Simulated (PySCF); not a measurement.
Electron correlation in O (oxygen, neutral)

[He] 2s1 2p5, high-spin 3P determinant (an excited configuration). All numbers are calculated (PySCF 2.14, scalar relativity by spin-free X2C-1e, in x2c-QZVPPall with one added diffuse shell each of s, p, d, f type (8s5p4d3f1g, 73 functions)). Frozen: 1s2; 6 electrons correlated.

| level | correlation energy (mhartree) |
| --- | --- |
| CCSD | -218.51 |
| (T) | -15.44 |
| CCSD(T) | -233.95 |

Diagnostics: T1 = 0.023, D1 = 0.0563, largest double amplitude 0.192.

A double-excitation amplitude exceeds 0.15, a sign of near-degeneracy.

Cost of the coupled-cluster step: roughly 15 core-seconds, for 6 correlated electrons.
